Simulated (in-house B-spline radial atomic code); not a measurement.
Configurations of Br VI (Br5+), with energies counted from [Ar] 3d10 4s2. All numbers are computed (Dirac-Hartree-Fock, average of configuration; Fermi nucleus of rms radius 4.1629 fm) with a radial B-spline atomic code at the basis-set limit, not measured. Energies include first-order Breit, QED and recoil terms.

Occupations are held fixed; configurations that lie above the ionisation limit could autoionise.

| configuration | E - E(ref) (eV) | highest orbital | its <r> (bohr) |
| --- | --- | --- | --- |
| [Ar] 3d10 4s1 4p1 | 13.734 | 4p3/2 | 1.654 |
| [Ar] 3d10 4s1 5f1 | 65.145 | 5f5/2 | 5.032 |
| [Ar] 3d10 4s1 5g1 | 65.667 | 5g9/2 | 4.568 |
| [Ar] 3d9 4s2 4p1 | 75.857 | 4p3/2 | 1.594 |
| [Ar] 3d9 4s2 8p1 | 140.42 | 8p3/2 | 11.04 |
| [Ar] 3d9 4s2 8g1 | 143.73 | 8g9/2 | 14.28 |
| [Ne] 3s2 3p5 3d10 4s2 4d1 | 220.48 | 4d5/2 | 2.002 |
| [Ne] 3s2 3p5 3d10 4s2 5s1 | 227.83 | 5s1/2 | 2.919 |
| [Ne] 3s2 3p5 3d10 4s2 6s1 | 245.43 | 6s1/2 | 4.886 |
| [Ne] 3s2 3p5 3d10 4s2 7s1 | 253.99 | 7s1/2 | 7.348 |
| [Ne] 3s2 3p5 3d10 4s2 6g1 | 257.1 | 6g9/2 | 7.295 |
| [Ne] 3s2 3p5 3d10 4s2 7g1 | 260.72 | 7g9/2 | 10.53 |

Q: Order these further configurations by energy, lowest first.
A. [Ar] 3d10 4s1 8d1
B. [Ar] 3d10 4s1 4d1
C. [Ne] 3s2 3p5 3d10 4s2 8d1
D. [Ar] 3d10 4s1 6p1
E. [Ar] 3d10 4s1 7f1

A: B (36.888 eV), D (63.116 eV), E (75.054 eV), A (75.936 eV), C (261.28 eV).

Q: How far above the reference does [Ar] 3d10 4s1 8f1 lie?

A: 77.469 eV; its least bound orbital is 8f5/2 with <r> = 14.63 bohr.

Q: How far above the reference does [Ne] 3s2 3p5 3d10 4s2 6f1 lie?

A: 256.61 eV; its least bound orbital is 6f5/2 with <r> = 7.617 bohr.

Q: How far above the reference does [Ar] 3d10 4s1 8p1 lie?

A: 74.416 eV; its least bound orbital is 8p3/2 with <r> = 11.15 bohr.

Q: One of these lies 77.62 eV from the reference. Which?
A. [Ar] 3d10 4s1 8g1
B. [Ne] 3s2 3p5 3d10 4s2 5f1
C. [Ar] 3d9 4s2 8s1
D. [Ar] 3d10 4s1 7g1

A: A.
